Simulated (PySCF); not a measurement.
Radial density of Mn (manganese, neutral)

UHF, [Ar] 3d4 4s2 5s1, 5s spin antiparallel (an excited configuration). Computed with PySCF 2.14 in x2c-TZVPPall with one added diffuse shell each of s, p, d, f type (7s6p5d3f1g, 80 functions), with the spin-free X2C one-electron Hamiltonian (Gaussian nucleus).

```csv
r (bohr),4πr²ρ (e/bohr),4πr²(ρα − ρβ)
0.00106,0.2004,0.0000
0.00179,0.5095,0.0000
0.00301,1.280,0.0001
0.00506,3.104,0.0001
0.00851,7.046,0.0003
0.0143,14.31,0.0005
0.0241,24.17,0.0009
0.0405,30.12,0.0016
0.0681,25.69,0.0058
0.115,24.62,0.0376
0.193,33.32,0.2423
0.324,19.29,1.1911
0.545,12.41,3.1663
0.917,12.64,3.4451
1.54,3.167,1.2979
2.60,1.038,0.1113
4.37,0.2235,-0.0307
7.34,0.1700,-0.1685
12.4,0.04051,-0.0405
20.8,3.099e-05,0.0000
```

Densities and radii are taken from the X2C orbitals without a picture-change correction, which distorts them close to the nucleus.

The outer electron is Rydberg-like, and this basis confines it to a smaller radius and binds it less than a complete one would. With the s spin flipped the determinant is a mixture of two multiplicities, not a spectroscopic state.
